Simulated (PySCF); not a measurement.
C4H9FSi, SMILES C(=C/CC)(/F)[SiH3]. Geometry optimised at PBE0-D3(BJ)/def2-SVP. The structure was generated by enumeration; whether it is a known compound was not checked. Other conformers were not sampled.

Computed equilibrium geometry at PBE0-D3(BJ)/def2-SVP (PySCF confirms it by a frequency run) as bond lengths and angles (one conformer of several):
Atoms: C1 C2 C3 C4 F5 Si6 H7 H8 H9 H10 H11 H12 H13 H14 H15. Bonds (Å): C1–C2 1.526, C1–H7 1.102, C1–H8 1.100, C1–H9 1.101, C2–C3 1.495, C2–H10 1.105, C2–H11 1.100, C3–C4 1.338, C3–H12 1.095, C4–F5 1.352, C4–Si6 1.880, Si6–H13 1.492, Si6–H14 1.493, Si6–H15 1.493. Bond angles (°): C2–C1–H7 111.4, C2–C1–H8 111.0, C2–C1–H9 111.1, H7–C1–H8 107.6, H7–C1–H9 107.6, H8–C1–H9 108.0, C1–C2–C3 112.8, C1–C2–H10 109.2, C1–C2–H11 110.4, C3–C2–H10 108.6, C3–C2–H11 109.2, H10–C2–H11 106.5, C2–C3–C4 125.5, C2–C3–H12 117.9, C4–C3–H12 116.6, C3–C4–F5 119.5, C3–C4–Si6 126.5, F5–C4–Si6 114.0, C4–Si6–H13 108.0, C4–Si6–H14 110.2, C4–Si6–H15 110.1, H13–Si6–H14 110.0, H13–Si6–H15 110.0, H14–Si6–H15 108.4.
Charge 0, spin multiplicity 1.
